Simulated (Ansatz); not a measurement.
Input file for BrClGeH₄Si, SMILES `[Cl][GeH2][SiH2]Br`:

```yaml
crystal:
  periodic: [false, false, false]
  atoms:
    - {symbol: Cl, position_ang: [-2.118092, 1.540008, -0.001107]}
    - {symbol: Ge, position_ang: [0.011174, 1.182680, 0.102910]}
    - {symbol: Si, position_ang: [0.288984, -1.183660, 0.070227]}
    - {symbol: Br, position_ang: [-0.449691, -1.944013, -1.878602]}
    - {symbol: H, position_ang: [0.637615, 1.876675, -1.114696]}
    - {symbol: H, position_ang: [0.502177, 1.834681, 1.406272]}
    - {symbol: H, position_ang: [1.720995, -1.551469, 0.203748]}
    - {symbol: H, position_ang: [-0.500862, -1.812002, 1.155350]}
basis:
  gaussian: {orbitals: def2-SVP}
correlation: {method: ccsd_t}
```

```sh
$ ansatz run in.yaml --threads 4 --pin off --events-out ev --progress --plain
```

Log, shortened:

```
Functional definition: HF
1149 factors; integrals over basis functions are off by at most 1.4e-3 eV
mean field evaluation 1: about -146880.6692 eV, gradient 1.9e1 eV
mean field evaluation 2: about -146880.6788 eV, gradient 1.9e1 eV
mean field evaluation 4: about -146882.1152 eV, gradient 2.4e0 eV
mean field evaluation 8: about -146882.1369 eV, gradient 5.1e-5 eV
mean field -146882.13694975 eV, -5397.8189726150 hartree, gradient 1.4e-6 eV, S^2 0.000000; 0 other end points of the search recorded, 0 dependent functions left out
28 core orbitals not correlated: weight in the atoms' cores, before any rotation towards them, 1.000 or more for the frozen orbitals, at most 0.000 for the correlated occupied ones
reference -146882.13694975 eV, -5397.8189726150 hartree; 23, 23 occupied and 69, 69 virtual orbitals, 1149 factors
second order -18.72106025 eV of doubles, -0.00000000 eV of singles
cycle   1  -19.11505874 eV  change   -3.9e-1 eV  update   9.4e-2
cycle   2  -19.65762268 eV  change   -5.4e-1 eV  update   2.8e-2
cycle   3  -19.70679173 eV  change   -4.9e-2 eV  update   1.1e-2
cycle   4  -19.69849353 eV  change    8.3e-3 eV  update   2.5e-3
cycle   5  -19.69933006 eV  change   -8.4e-4 eV  update   7.7e-4
cycle   6  -19.69896226 eV  change    3.7e-4 eV  update   2.3e-4
cycle   7  -19.69885364 eV  change    1.1e-4 eV  update   7.1e-5
cycle   8  -19.69888424 eV  change   -3.1e-5 eV  update   2.4e-5
perturbative correction -0.48823236 eV, -0.0179422081 hartree
Total energy: -146902.32406635 eV, -5398.5608354667 hartree
```

Hardware: 4 threads of a server CPU on a shared host. Wall time 6 s, peak host memory 0.6 GiB.

The correlation energy is -20.187 eV, 2.4 % of it from (T); the T1 diagnostic reads 0.0087.
